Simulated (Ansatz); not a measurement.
`C[SiH2][AlH][GaH2]`, 12 atoms. Total charge 0; spin multiplicity 1. Correlated methods include outer-core shells of Ga, which these sets cover unevenly. Scalar relativity is left out up to krypton. All runs use 4 threads of an AMD EPYC 7B13 on a shared host. Correlated methods freeze the cores.

Task: Give the basis size and wall time and peak host memory of each of these runs in Ansatz. RKS PBE-D4/def2-TZVPP energy and forces; RKS PBE0-D4/def2-QZVPP energy; RKS r2SCANh-D4/def2-TZVPP energy; direct RPA on PBE orbitals/def2-TZVPP energy; RHF-CCSD(T)/def2-TZVPP energy; RKS ωB97M-V/def2-QZVPP energy; RKS PBE0-D4/def2-TZVP frequencies; RKS PBE0-D4/def2-TZVP relaxation (58 steps); RHF-CCSD(T)/def2-SVP energy; RHF-MP2/def2-QZVPP energy; RKS ωB97M-V/def2-SVP energy; RKS PBE0-D4/def2-SVP energy. (Estimate.)

Result: The calculation gave: Other jobs shared the machine, so times are rough.

```json
{"level": "RKS PBE0-D4/def2-SVP", "job": "energy", "functions": "122", "wall time": "1.4 s", "peak host memory (GiB)": "0.29"}
{"level": "RKS PBE-D4/def2-TZVPP", "job": "energy and forces", "functions": "275", "wall time": "2.7 s", "peak host memory (GiB)": "0.41"}
{"level": "RKS ωB97M-V/def2-SVP", "job": "energy", "functions": "122", "wall time": "4.7 s", "peak host memory (GiB)": "0.45"}
{"level": "direct RPA on PBE orbitals/def2-TZVPP", "job": "energy", "functions": "275", "wall time": "4.8 s", "peak host memory (GiB)": "0.65"}
{"level": "RKS r2SCANh-D4/def2-TZVPP", "job": "energy", "functions": "275", "wall time": "5 s", "peak host memory (GiB)": "0.88"}
{"level": "RHF-CCSD(T)/def2-SVP", "job": "energy", "functions": "122", "wall time": "5.5 s", "peak host memory (GiB)": "0.61"}
{"level": "RKS PBE0-D4/def2-QZVPP", "job": "energy", "functions": "526", "wall time": "10 s", "peak host memory (GiB)": "2.4"}
{"level": "RKS ωB97M-V/def2-QZVPP", "job": "energy", "functions": "526", "wall time": "22 s", "peak host memory (GiB)": "2.9"}
{"level": "RHF-MP2/def2-QZVPP", "job": "energy", "functions": "526", "wall time": "25 s", "peak host memory (GiB)": "3.4"}
{"level": "RHF-CCSD(T)/def2-TZVPP", "job": "energy", "functions": "275", "wall time": "2.4 min", "peak host memory (GiB)": "6.7"}
{"level": "RKS PBE0-D4/def2-TZVP", "job": "frequencies", "functions": "201", "wall time": "2.7 min", "peak host memory (GiB)": "0.64"}
{"level": "RKS PBE0-D4/def2-TZVP", "job": "relaxation (58 steps)", "functions": "201", "wall time": "3 min", "peak host memory (GiB)": "0.66"}
```
